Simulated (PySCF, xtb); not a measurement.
dihydroxy(hydroxysilyl)silane (H6O3Si2), SMILES O[SiH2][SiH](O)O. The values are those of a single conformer.

Harmonic wavenumbers (cm⁻¹) from GFN2-xTB (xtb) at its own minimum, in rising order: 36, 110, 181, 194, 248, 316, 326, 336, 452, 493, 620, 672, 721, 737, 794, 813, 824, 845, 854, 878, 915, 2131, 2146, 2190, 3653, 3659, 3712.

What does ωB97X-D3(BJ)/def2-SVP run with PySCF 2.14.0 give at its own minimum? (Estimate from the structure and the level; the computed values follow.)

54, 150, 158, 238, 245, 301, 362, 449, 477, 522, 721, 731, 774, 819, 831, 855, 897, 952, 960, 978, 1012, 2220, 2238, 2263, 3834, 3920, 3930. Paired by order, the mean absolute difference is 78 cm⁻¹ and the zero-point energies are 41.2 and 44.2 kcal/mol.
